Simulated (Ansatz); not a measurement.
CH6BGe (`C[B][GeH3]`) radical. The species carries charge 0 and has multiplicity 2. The structure was optimised at the PBE0-D4/def2-TZVP level.

```xyz
9

C     1.209   -1.083    0.498
B     0.626    0.008   -0.407
Ge   -1.103    1.090   -0.500
H     2.290   -1.226    0.423
H     0.744   -2.011    0.122
H     0.917   -1.006    1.552
H    -1.813    0.788   -1.832
H    -0.747    2.588   -0.496
H    -2.124    0.853    0.639
```

Question: What is the dipole moment at PBE/def2-TZVPP? (Estimate.)

Answer: Ansatz gave: 1.53 D, with components (0.51, -1.15, 0.89) D in this frame, pointing from negative to positive charge.

Question: And with r2SCAN, B3LYP, ωB97M-V? (Estimate.)

Answer: Computed: r2SCAN 1.53 D, B3LYP 1.51 D, ωB97M-V 1.53 D.

Question: Give the Mulliken charges with PBE, r2SCAN, ωB97M-V in def2-TZVPP. (An estimate is asked.)

Answer: The calculation gave: 
| atom | PBE | r2SCAN | ωB97M-V |
| --- | --- | --- | --- |
| C1 | -0.27 | -0.17 | -0.30 |
| B2 | -0.02 | -0.02 | 0.02 |
| Ge3 | -0.01 | 0.03 | -0.10 |
| H4 | 0.12 | 0.08 | 0.13 |
| H5 | 0.11 | 0.07 | 0.12 |
| H6 | 0.11 | 0.08 | 0.13 |
| H7 | -0.01 | -0.02 | 0.01 |
| H8 | -0.01 | -0.02 | 0.01 |
| H9 | -0.03 | -0.03 | 0.00 |

B3LYP here is the variant with VWN-RPA as its local correlation; programs differ in this.
